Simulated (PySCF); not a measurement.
# Ionising HgO

PBE0; basis Hg def2-SVPD with ECP60, O def2-SVPD; scalar-relativistic core potentials; PySCF 2.14. Neutral (UKS): triplet (σ ↑, π ↑), Re = 2.242 Å, ωe = 262 cm⁻¹, De = 0.35 eV, HOMO -7.45 eV, LUMO -3.87 eV.

HgO⁺ (UKS): doublet (π ↑), Re = 2.007 Å, ωe = 473 cm⁻¹, De = 0.83 eV to Hg⁺ + O. The energies at the minima are -228.45514 hartree for HgO and -228.09909 for HgO⁺.

Task: Work out the adiabatic ionisation energy, without and with harmonic zero-point energies (1 hartree = 27.2114 eV, 1 eV = 8065.5 cm⁻¹), and the change of the bond length.

Result: At PBE0: 0.35605 hartree = 9.689 eV between the minima; the zero-point term (473.0 − 262.0)/2 cm⁻¹ = +0.013 eV makes it 9.702 eV. Re changes by -23.5 pm against the neutral. The electron leaves a σ orbital, and the shorter bond of the ion fits an antibonding orbital, or a change in how ionic the bond is.

Weak bonds: HgO. Basis-set superposition, not corrected here, can be much of De in a small basis, most of all at correlated wavefunction levels. These are scalar-relativistic numbers at best; spin–orbit coupling would shift them, the dissociation energy most. For an ion De counts to the pair picked by the measured ionisation energies or electron affinities, which need not be the lowest pair at this level. States were picked by a PBE0 search and need not be the measured ground states.
